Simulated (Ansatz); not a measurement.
Consider the ligand exchange at the In–F bond: `[CH3][In]([F])[Cl]` + HCl → `[CH3][In]([Cl])[Cl]` + H–F.

Program: Ansatz. Geometries: PBE0-D4/def2-TZVP. ΔE: electronic, gas phase. CCSD(T)/CBS adds triple-zeta CCSD(T) − MP2 to the extrapolated MP2 energy (def2 sets, frozen cores). This one scheme is used for every species. DFT in def2-TZVPP. B3LYP here is the variant with VWN-RPA as its local correlation; programs differ in this. def2 core potentials past Kr. For In outer-core shells are correlated without core-valence functions, which leaves a few kJ/mol of doubt a bond.

Question: Is it downhill or uphill in electronic energy at CCSD(T)/CBS, and by how much? (An estimate is asked.)

Answer: Computed: Downhill: ΔE = -58.1 kJ/mol.

Question: What do these levels give: B3LYP-D4, ωB97X-V, CAM-B3LYP, CCSD(T)/def2-SVP, SCS-MP2/def2-TZVPP, CCSD/CBS(def2)? (Estimate.)

Answer: Computed: B3LYP-D4 -52.1, ωB97X-V -50.6, CAM-B3LYP -45.9, CCSD(T)/def2-SVP -49.4, SCS-MP2/def2-TZVPP -57.3, CCSD/CBS(def2) -58.5 kJ/mol.

Largest T1 diagnostic among the species: 0.014.

At CCSD(T), def2-SVP lies +8.7 kJ/mol from the extrapolated value and def2-TZVPP +0.5 kJ/mol. From r2SCAN to r2SCAN0 (25 % exact exchange), in def2-TZVPP and without D4, ΔE moves by −8.2 kJ/mol. Leaving LDA and LC-ωPBE aside and taking each functional with its dispersion term where it has one, the values, not all of them listed here, spread over 18.8 kJ/mol, from PBE-QIDH to BLYP-D4. LDA lies −5.7 kJ/mol from PBE without D4.
